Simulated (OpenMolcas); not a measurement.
**Mn VI: effect of the basis set**

| Property | Result |
| --- | --- |
| Program | OpenMolcas |
| Method | CASSCF |
| Active space | 2 electrons in 5 orbitals (3d) |
| State averaging | 2S+1 = 3 even, 10 roots; 2S+1 = 1 even, 15 roots |
| Spin-orbit coupling | RASSI with atomic mean-field integrals over the reference wave functions, term energies averaged over their components |

A. ANO-R1 [5s3p3d1f], X2C, finite nucleus; cost roughly 5 core-seconds
B. ANO-RCC-VTZP [6s5p3d2f1g], DKH2, point nucleus; cost about 5 core-seconds
C. ANO-L-VTZP [6s5p3d2f1g], non-relativistic, point nucleus; cost of the order of 8 core-seconds
D. ANO-R2 [7s4p4d2f1g], X2C, finite nucleus; cost about 4 core-seconds
E. ANO-RCC-VQZP [7s6p4d3f2g1h], DKH2, point nucleus; cost roughly 9 core-seconds
F. ANO-R3 [8s5p5d3f2g1h], X2C, finite nucleus; cost roughly 7 core-seconds

Energies in cm-1 above 3d2 3F2, the measured ground level; measured values from Corliss and Sugar, J. Phys. Chem. Ref. Data 6, 1253 (1977).

```
  Level      A      B      C      D      E      F  Measured
3d2 3F2    0.0    0.0    0.0    0.0    0.0    0.0       0.0
3d2 3F3    731    751    788    736    726    730       746
3d2 3F4   1660   1704   1787   1672   1649   1659      1669
3d2 1D2  18805  18834  18937  18780  18880  18818     15336
3d2 3P0  21845  21888  22011  21824  21922  21866     17782
3d2 3P1  22107  22157  22294  22087  22181  22127     18057
3d2 3P2  22696  22764  22934  22681  22766  22716     18628
3d2 1G4  28801  28820  28981  28748  28889  28793     25511
3d2 1S0  69759  69682  69995  69566  69943  69654
```

Deviations, from unrounded energies. A percentage is the sum of absolute deviations over the sum of measured energies, with the sign that they share, or ± where signs differ.

```
                        Against measurement  Levels      A      B      C      D      E      F
             mean absolute deviation (cm-1)       7   2700   2700   2900   2700   2800   2700
      fine structure of the ground term (%)       2   -1.0   +1.7   +6.6   ±0.5   -1.7   -1.1
other terms of the ground configuration (%)       5  +19.9  +20.1  +20.8  +19.7  +20.3  +19.9
```

A, B, D, E, F lie about equally close to measurement and C furthest from it. The largest miss of D in the table is 3d2 3P2, by +4100 cm-1. The ranking rests on the paired levels alone, and a cruder setting can come out closer through cancelling errors.

Among A to F the level of the table that moves most is 3d2 1S0, by 430 cm-1 (lowest in D, highest in C).

Without dynamic correlation excited terms often stand tens of per cent too high (terms of higher spin than the ground term too low), and those without a measured partner can miss by more than the paired ones. The basis is small and was not contracted for so high a charge (holds for A). Computed and measured levels are paired by configuration, term and J; levels that our copy of the source lacks, or whose pairing is in doubt (as where it misses far off the trend of its configuration), stay unpaired and out of the deviations. Levels of configurations outside the active space are missing.
